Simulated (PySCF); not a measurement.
AlH6P3, SMILES [PH2][Al]([PH2])[PH2]. Atoms are numbered in the order given.

```xyz
10

Al    -0.0245     0.0059     0.0000
P     -0.1156    -2.3254     0.0000
H      0.8436    -2.4554     1.0519
H      0.8436    -2.4554    -1.0519
P      0.1229     1.1632    -2.0196
H     -0.8781     2.1208    -1.6682
H     -0.7832     0.2878    -2.6947
P      0.1229     1.1632     2.0196
H     -0.7832     0.2878     2.6947
H     -0.8781     2.1208     1.6682
```
Charge 0, spin multiplicity 1.

The structure is a stationary point at PBE0-D3(BJ)/def2-SVP. Other conformers were not sampled.

Calculation: PBE0/pcSseg-1 (PySCF).

GIAO shieldings, no solvent; atoms listed in one row are averaged. δ = σ(ref) − σ: ³¹P against PH3 (σ = 586.6 ppm); ¹H against TMS (σ = 31.56 ppm), references at their B3LYP-D3(BJ)/def2-TZVP geometries, non-relativistic.

| nucleus | atoms | count | δ (ppm) |
|---|---|---|---|
| ³¹P | P8, P5 | 2 | 5.2 |
| ³¹P | P2 | 1 | -0.3 |
| ¹H | H3, H4, H6, H7, H9, H10 | 6 | 2.01 |
